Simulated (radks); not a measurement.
Q: These are the eigenvalues of the occupied orbitals of an atom or ion with whole-number occupations (eV). All-electron calculation, Dirac Kohn-Sham, PBE, spin-unpolarised, spherical densities, finite nucleus; Fermi nuclear charge, rms radius of each element as measured or else 0.836 A^(1/3) + 0.57 fm. Program: a radial shooting solver on a logarithmic mesh with Libxc functionals.

| orbital | eigenvalue |
|---|---|
| 1s1/2 | -25314.31 |
| 2s1/2 | -3726.225 |
| 2p1/2 | -3462.778 |
| 2p3/2 | -3287.452 |
| 3s1/2 | -683.1529 |
| 3p1/2 | -578.3464 |
| 3p3/2 | -547.4049 |
| 3d3/2 | -361.8792 |
| 3d5/2 | -355.6485 |
| 4s1/2 | -94.9899 |
| 4p1/2 | -62.0445 |
| 4p3/2 | -56.9604 |
| 4d3/2 | -7.7825 |
| 4d5/2 | -7.2257 |
| 5s1/2 | -4.4058 |

Which element is it, and in what charge state? The configuration may be excited. Open shells, if any, are shared by 2j + 1.

A: Z = 47, silver, charge 0: Ag in [Kr] 4d10 5s1. The list shows which subshells hold electrons but not how many an open one holds; the 1s level, -930.28 hartree, gives Z - s = 43.1 by -(Z - s)^2/2, which with screening and relativity narrows Z to a few neighbours, and the depths of the outer levels then fix element, charge and occupations together.
